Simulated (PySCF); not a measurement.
Dipole response of Te²⁺ (tellurium, charge +2)

[Kr] 4d10 5s2 5p2, high-spin 3P determinant. All numbers are calculated (PySCF 2.14, scalar relativity by spin-free X2C-1e, in x2c-QZVPPall with one added diffuse shell each of s, p, d, f type (14s10p8d5f1g, 128 functions)). Coupled (time-dependent) response in atomic units; α is the mean over directions.

```json
{"method": "BHandHLYP", "mean α (bohr³)": "14.89", "α xx, yy, zz": "14.77, 14.95, 14.95", "C₆ (like pair)": "100.0", "S(−4)": "52.38"}
```

S(−4) is the Cauchy moment in α(ω) = α(0) + S(−4) ω² + …

Spin-orbit coupling is absent.

α(iu) at BHandHLYP:

```
u (hartree)  α(iu) (bohr³)
          0          14.89
     0.0500          14.76
      0.100          14.38
      0.200          13.08
      0.300          11.42
      0.500          8.306
      0.750          5.683
       1.00          4.143
       1.50          2.583
       2.00          1.833
       3.00          1.106
       5.00         0.5436
```

A single London oscillator, α(iu) = α/(1 + u²/ω²), gives C₆ = (3/4) ω α². Matching the computed C₆ needs ω = 4 × 100.0 / (3 × 14.89²) = 0.601 hartree.

For an ion, C₆ is the dispersion term alone; charge-induced terms of lower order in 1/R come first.

The components differ because the open shell of this determinant is not spherical; for a pure term their mean is the scalar polarisability.
